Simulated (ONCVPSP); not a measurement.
# indium (In): one change to an ONCV potential, before and after

ONCVPSP 4.0.1 input, shortened (lines: element, Z, core and valence counts, functional; n l f; lmax; l rc ep ncon nbas qcut; lloc lpopt rc5 dvloc0; l nproj debl; icmod fcfact rcfact), PBE, fully relativistic:

```
  In 49.00    6    5        4      upf
    1    0    2.00
    2    0    2.00
    2    1    6.00
    3    0    2.00
    3    1    6.00
    3    2   10.00
    4    0    2.00
    4    1    6.00
    4    2   10.00
    5    0    2.00
    5    1    1.00
    2
    0    1.25    0.00    3    6    7.90
    1    1.45    0.00    4    7    8.20
    2    1.40    0.00    5   10   10.70
    4    4    1.15    0.00
    0    2    3.60
    1    2    1.60
    2    2    2.20
    3    3.75    1.30
```

Open shells are filled in proportion to 2j + 1.

Change: p: qcut 5.9.

Cutoffs: the cutoffs (Ha) at which the residual kinetic energy of the hardest occupied pseudo-wave falls to 1 and 0.1 mHa per electron; they do not see the model core or the augmentation charge, which bear on the density cutoff. Errors are all-electron minus pseudo energies relative to the spin-unpolarised reference configuration.

Question: How do hardness, ghosts and transferability respond?

Answer: The potential gets harder (40 Ha and 55 Ha → 46 Ha and 67 Ha); of the 3 tests that both files solve, the error grows in 1 and shrinks in 0 by more than 15 % and 0.3 meV (median size 0.2 → 0.3 meV); neither file shows a bound ghost.

| quantity | base | changed |
| --- | --- | --- |
| cutoff, loose | 40 Ha | 46 Ha |
| cutoff, tight | 55 Ha | 67 Ha |
| loose cutoff by channel | s 27 Ha, p 23 Ha, d 40 Ha | s 27 Ha, p 46 Ha, d 40 Ha |
| bound ghosts | none | none |
| GHOST(+) flags under 300 eV | none | none |
| tests with a reliable result | 3 of 4 | 3 of 4 |
| error for 4s2 4p6 4d10 5s2 5p0, meV [ΔE 5.37 eV] | +0.2 | +0.6 |
| error for 4s2 4p6 4d10 5s1 5p0, meV [ΔE 24.61 eV] | -0.2 | +0.2 |
| error for 4s2 4p6 4d10 5s2 5p0.5, meV [ΔE 1.95 eV] | +0.1 | +0.3 |
| s: phases at 1.27 bohr within 0.05 rad from the reference energy up to (Ha; the scan ends near 5) | to the end of the scan | to the end of the scan |
| p3/2: phases at 1.47 bohr within 0.05 rad from the reference energy up to (Ha; the scan ends near 5) | to the end of the scan | to the end of the scan |
| p1/2: phases at 1.47 bohr within 0.05 rad from the reference energy up to (Ha; the scan ends near 5) | to the end of the scan | to the end of the scan |
| d5/2: phases at 1.42 bohr within 0.05 rad from the reference energy up to (Ha; the scan ends near 5) | to the end of the scan | to the end of the scan |
| d3/2: phases at 1.42 bohr within 0.05 rad from the reference energy up to (Ha; the scan ends near 5) | to the end of the scan | to the end of the scan |
| rms error of d²Exc/dni dnj with the model core, mHa | 3.97 | 3.96 |
